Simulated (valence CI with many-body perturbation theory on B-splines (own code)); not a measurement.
## Forbidden lines of Tb43+

Calculated by configuration interaction combined with many-body perturbation theory (CI+MBPT): four valence electrons over a frozen Dirac-Fock core [Ar], a basis of 7 s, 7 p, 8 d, 6 f, 4 g, 1 h functions for each j, with the one-electron correlation potential Σ1, the two-electron term Σ2, the three-electron term Σ3, Breit, model QED; selected CI, second order for the rest, scaled by the run's own slope (own B-spline code, finite nucleus).

The last digits are not significant, and no measured levels were compared; by estimate large intervals hold to a few tenths of a per cent, small ones and those within an open d or f shell to about a per cent. Only levels of the ground parity were solved; by the run's estimate the other parity begins above the list, which can be wrong where configurations are misplaced.

Lines 1 to 50 of 120 in falling wavelength, among levels below 1610700 cm⁻¹, chosen from the decays that carry over 1 % of a level's rate. Wavelengths and rates use the calculated energies. Weak lines are less certain than strong ones. Lines between different terms over intervals too small for the method are left out, as are lines whose strength nearly cancels. The highest levels of a list are the least certain. Branching is blank where the lifetime is uncertain.

Levels are named by their leading jj configuration (3d3/2^4 stands for four electrons in 3d with j = 3/2), which in mixed levels can hold well under half, so a name can repeat and another be missing. Letters in brackets count levels of one name in rising energy.

```csv
λ vac (nm),Upper,Lower,Type,A (s⁻¹),Branch %
489.1,(3d3/2^2 3d5/2^2) J=6,(3d3/2^2 3d5/2^2) J=5,M1,6.61e+01,88.8
373.4,(3d3/2^3 3d5/2) J=3,(3d3/2^3 3d5/2) J=2,M1,3.12e+02,
292.1,(3d3/2^3 3d5/2) J=3,(3d3/2^3 3d5/2) J=4,M1,4.04e+02,
119.0,(3d3/2^2 3d5/2^2) J=4 [b],(3d3/2^2 3d5/2^2) J=3 [a],M1,4.39e+03,
112.9,(3d3/2^2 3d5/2^2) J=1,(3d3/2^2 3d5/2^2) J=0 [a],M1,9.03e+03,1.7
109.3,(3d3/2^3 3d5/2) J=2,(3d3/2^3 3d5/2) J=1,M1,1.61e+04,99.6
89.03,(3d3/2 3d5/2^3) J=3 [c],(3d3/2 3d5/2^3) J=2 [a],M1,9.33e+03,1.5
88.78,(3d3/2^2 3d5/2^2) J=2 [d],(3d3/2^2 3d5/2^2) J=2 [c],M1,1.11e+04,14.9
87.16,(3d3/2^2 3d5/2^2) J=2 [b],(3d3/2^2 3d5/2^2) J=2 [a],M1,8.68e+03,6.1
80.15,(3d3/2^2 3d5/2^2) J=4 [c],(3d3/2^2 3d5/2^2) J=3 [b],M1,5.79e+03,2.2
67.03,(3d3/2 3d5/2^3) J=2 [b],(3d3/2 3d5/2^3) J=2 [a],M1,9.71e+03,1.4
66.38,(3d3/2 3d5/2^3) J=0,(3d3/2 3d5/2^3) J=1 [a],M1,2.27e+04,4.9
60.52,(3d3/2 3d5/2^3) J=1 [b],(3d3/2^2 3d5/2^2) J=0 [b],M1,3.10e+04,3.2
56.15,(3d3/2 3d5/2^3) J=1 [b],(3d3/2 3d5/2^3) J=1 [a],M1,1.21e+04,1.3
54.97,(3d3/2^2 3d5/2^2) J=4 [c],(3d3/2^2 3d5/2^2) J=5,M1,5.67e+03,2.1
50.99,(3d3/2^2 3d5/2^2) J=2 [d],(3d3/2^2 3d5/2^2) J=2 [b],M1,1.11e+04,14.9
50.45,(3d3/2^2 3d5/2^2) J=2 [c],(3d3/2^2 3d5/2^2) J=2 [a],M1,1.57e+04,2.1
48.65,(3d3/2^2 3d5/2^2) J=2 [d],(3d3/2^2 3d5/2^2) J=3 [b],M1,4.89e+03,6.6
47.40,(3d3/2 3d5/2^3) J=2 [b],(3d3/2 3d5/2^3) J=1 [a],M1,1.08e+04,1.5
47.03,(3d3/2 3d5/2^3) J=3 [c],(3d3/2 3d5/2^3) J=4 [a],M1,1.83e+04,2.9
46.02,(3d3/2^2 3d5/2^2) J=4 [a],(3d3/2^3 3d5/2) J=3,M1,4.99e+04,11.1
44.43,(3d3/2^2 3d5/2^2) J=4 [c],(3d3/2^2 3d5/2^2) J=4 [a],M1,6.91e+04,25.7
43.18,(3d3/2^2 3d5/2^2) J=3 [a],(3d3/2^3 3d5/2) J=3,M1,2.60e+05,57.2
42.90,(3d3/2 3d5/2^3) J=3 [a],(3d3/2^2 3d5/2^2) J=4 [b],M1,4.31e+04,3.5
42.69,(3d3/2 3d5/2^3) J=3 [c],(3d3/2^2 3d5/2^2) J=2 [d],M1,3.21e+04,5.1
42.63,(3d3/2 3d5/2^3) J=2 [a],(3d3/2^2 3d5/2^2) J=2 [c],M1,5.30e+04,5.0
42.23,(3d3/2^2 3d5/2^2) J=2 [d],(3d3/2^2 3d5/2^2) J=1,M1,1.80e+03,2.4
41.97,(3d3/2 3d5/2^3) J=1 [b],(3d3/2^2 3d5/2^2) J=2 [d],M1,1.68e+05,17.4
41.83,(3d3/2^2 3d5/2^2) J=2 [a],(3d3/2^3 3d5/2) J=2,M1,1.53e+05,18.5
41.49,(3d5/2^4) J=2,(3d3/2 3d5/2^3) J=3 [c],M1,7.46e+04,4.3
40.73,(3d3/2 3d5/2^3) J=2 [b],(3d3/2 3d5/2^3) J=3 [a],M1,3.61e+04,5.1
40.30,(3d3/2 3d5/2^3) J=3 [b],(3d3/2^2 3d5/2^2) J=2 [c],M1,1.26e+04,1.7
39.76,(3d3/2^2 3d5/2^2) J=4 [a],(3d3/2^3 3d5/2) J=4,M1,3.99e+05,88.9
39.22,(3d3/2^3 3d5/2) J=1,(3d3/2^4) J=0,M1,4.34e+05,100.0
39.02,(3d3/2 3d5/2^3) J=1 [a],(3d3/2^2 3d5/2^2) J=2 [b],M1,6.67e+04,4.1
38.71,(3d3/2^2 3d5/2^2) J=3 [a],(3d3/2^3 3d5/2) J=2,M1,1.94e+05,42.7
38.65,(3d5/2^4) J=4,(3d3/2 3d5/2^3) J=3 [b],M1,4.93e+04,2.9
36.95,(3d3/2 3d5/2^3) J=5,(3d3/2^2 3d5/2^2) J=4 [b],M1,2.06e+05,34.4
36.88,(3d3/2 3d5/2^3) J=2 [b],(3d3/2^2 3d5/2^2) J=2 [d],M1,3.45e+04,4.8
35.17,(3d3/2 3d5/2^3) J=4 [a],(3d3/2^2 3d5/2^2) J=5,M1,5.10e+04,4.8
34.30,(3d3/2^2 3d5/2^2) J=2 [d],(3d3/2^2 3d5/2^2) J=3 [a],M1,8.07e+03,10.8
33.94,(3d3/2^2 3d5/2^2) J=5,(3d3/2^3 3d5/2) J=4,M1,2.35e+05,99.7
33.67,(3d3/2 3d5/2^3) J=1 [a],(3d3/2^2 3d5/2^2) J=1,M1,2.90e+05,18.1
32.74,(3d3/2 3d5/2^3) J=5,(3d3/2^2 3d5/2^2) J=6,M1,1.22e+05,20.5
32.28,(3d3/2^2 3d5/2^2) J=0 [b],(3d3/2^2 3d5/2^2) J=1,M1,3.44e+05,67.5
32.17,(3d3/2^2 3d5/2^2) J=2 [d],(3d3/2^2 3d5/2^2) J=2 [a],M1,1.95e+03,2.6
32.03,(3d3/2 3d5/2^3) J=6,(3d3/2^2 3d5/2^2) J=6,M1,2.38e+05,46.3
31.94,(3d3/2^2 3d5/2^2) J=1,(3d3/2^3 3d5/2) J=2,M1,5.24e+05,97.0
31.93,(3d3/2 3d5/2^3) J=4 [a],(3d3/2^2 3d5/2^2) J=3 [a],M1,2.56e+05,24.3
31.74,(3d3/2 3d5/2^3) J=3 [c],(3d3/2^2 3d5/2^2) J=4 [c],M1,2.74e+05,43.7
```
